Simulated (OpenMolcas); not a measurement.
# Tm2+: moving or changing the point charges

Tm2+ among 6 point charges of -1 e arranged as an octahedron (Oh), 2.75 Å from the ion.

```json
{"Program": "OpenMolcas 26.06", "Method": "CASSCF", "Basis": "ANO-RCC-VDZP [7s6p4d2f1g]", "Scalar Hamiltonian": "DKH2, point nucleus", "Active space": "13 electrons in 7 orbitals (4f)", "State averaging": "2S+1 = 2 odd, 7 roots", "Spin-orbit coupling": "state interaction with AMFI integrals over the reference wave functions"}
```

Runs around this geometry, states (labels of O, the rotations of Oh). Energies in cm-1 above the lowest state or level, χT in cm3 K/mol; under a threefold ground state the first gap can be a small split of the lowest multiplet, not the spin-orbit step.

```csv
R (Å),Ground state,First state of that spin,First gap with spin-orbit (degeneracies),Width of lowest J,χT at 300 K
2.75,2T1,2T2 95.9,"63.3 (2, 4)",155,2.559
2.91,2T1,2T2 72.2,"47.8 (2, 4)",118,2.566
3.26,2T1,2T2 40.8,"27.1 (2, 4)",67,2.573
```

Taking the width of the lowest J multiplet as R^-n, n = -ln(67 / 155) / ln(3.26 / 2.75) = 4.9 between the shortest and longest distance.

This is an electrostatic model: the charges have no orbitals. No measured value stands beside these numbers.
